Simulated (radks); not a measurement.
Results of a calculation; reference values are marked as such.
The rhenium ion Re17+, configuration [Xe] 4f1 5d1 6s2 (not the ground configuration). Code: a radial shooting solver on a logarithmic mesh with Libxc functionals. Model: scalar-relativistic Kohn-Sham, LDA (Slater exchange, Perdew-Wang correlation), spin-polarised, spherical densities, finite nucleus; open shells are filled with parallel spins first (spin-orbit coupling, left out, can overturn this in heavy ions); Fermi nuclear charge, rms radius 5.3698 fm.

Normalised radial functions P(r) = r R(r), r in bohr:

```
   r/bohr * 5s up, o 5d down, + 6s down (the largest magnitude, 1.37, reaches the edge; | marks zero, & curves that meet)
0.0007654                             o&
 0.001013                             o+*
  0.00134                             o+*
 0.001773                             o +*
 0.002346                             o +*
 0.003104                             o + *
 0.004074                             o  +*
  0.00539                             o  + *
 0.007132                             o  + *
 0.009437                             o  + *
  0.01249                             o  +*
  0.01639                             o +*
  0.02169                             &o
  0.02869                         * + | o
  0.03796                      *  +   |  o
  0.05023                     *  +    |    o
  0.06646                       * +   |      o
  0.08724                             +*        o
   0.1154                             |    +   *o
   0.1527                             |      &   *
   0.2021                             o + *
   0.2674                   &  +      |
   0.3538             *o     +        |
   0.4643                     o   *   +
   0.6144                             |        o  +     *
   0.8129                             |        +             o   *
    1.076                   +         |                  *  o
    1.423        +                    |      *    o
    1.883               +             |* o
    2.472                         +   &
     3.27                             &
    4.327                             &
```

5s up: eigenvalue -482.16 eV, 4 radial nodes at r = 0.0214, 0.0853, 0.219, 0.489 bohr, <r> = 0.821 bohr, 90 % of the charge inside 1.15 bohr. 5d down (empty): eigenvalue -345.61 eV, 2 radial nodes at r = 0.201, 0.532 bohr, <r> = 0.954 bohr, 90 % of the charge inside 1.35 bohr. 6s down: eigenvalue -258.29 eV, 5 radial nodes at r = 0.0214, 0.0849, 0.215, 0.463, 0.938 bohr, <r> = 1.43 bohr, 90 % of the charge inside 1.96 bohr.
